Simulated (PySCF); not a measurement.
HClSi, charge +1, doublet, at a GFN2-xTB geometry (a state made from the parent by changing its charge; the spin is typed, not shown lowest). Base run: DF-HF/def2-TZVP (PySCF).

The PySCF input:
```python
from pyscf import gto, scf

mol = gto.M(
    atom='''
Si    0.861351   -0.219520    0.442743
H     2.208714   -0.511862   -0.052597
Cl   -0.839272    0.210890   -0.361518
''',
    basis='def2-tzvp',
    charge=1,
    spin=1,
    verbose=4,
)

mf = scf.UHF(mol)
mf = mf.density_fit(auxbasis='def2-universal-jkfit')
mf.kernel()
```

Each row names what was changed in the base input (with any setting that the change needs).

```json
[
 {"change": "base", "basis functions": "80", "E (Eh)": "-748.72484", "HOMO (eV)": "-17.05"},
 {"change": "basis = 6-31G*", "basis functions": "38", "E (Eh)": "-748.65667", "HOMO (eV)": "-17.09"},
 {"change": "basis = def2-SV(P)", "basis functions": "38", "E (Eh)": "-748.45567", "HOMO (eV)": "-17.04"},
 {"change": "basis = cc-pVDZ", "basis functions": "41", "E (Eh)": "-748.70008", "HOMO (eV)": "-17.03"},
 {"change": "basis = pcseg-1", "basis functions": "41", "E (Eh)": "-748.63677", "HOMO (eV)": "-17.06"},
 {"change": "basis = 6-311G**", "basis functions": "58", "E (Eh)": "-748.70402", "HOMO (eV)": "-17.09"},
 {"change": "basis = 6-311++G**", "basis functions": "67", "E (Eh)": "-748.70692", "HOMO (eV)": "-17.07"},
 {"change": "basis = cc-pVTZ", "basis functions": "82", "E (Eh)": "-748.73553", "HOMO (eV)": "-17.04"},
 {"change": "basis = pcseg-2", "basis functions": "82", "E (Eh)": "-748.72067", "HOMO (eV)": "-17.05"},
 {"change": "basis = def2-TZVPP", "basis functions": "98", "E (Eh)": "-748.72525", "HOMO (eV)": "-17.05"},
 {"change": "basis = aug-cc-pVTZ", "basis functions": "123", "E (Eh)": "-748.73638", "HOMO (eV)": "-17.03"},
 {"change": "basis = cc-pVQZ", "basis functions": "148", "E (Eh)": "-748.74415", "HOMO (eV)": "-17.05"},
 {"change": "basis = def2-QZVPP", "basis functions": "170", "E (Eh)": "-748.74688", "HOMO (eV)": "-17.06"}
]
```

Totals compare only among sets that treat the same electrons; sets with core potentials leave the core out.

Open shells are given as the SCF converged; they aren't shown to be the lowest states, and a large step between rows can be another state.
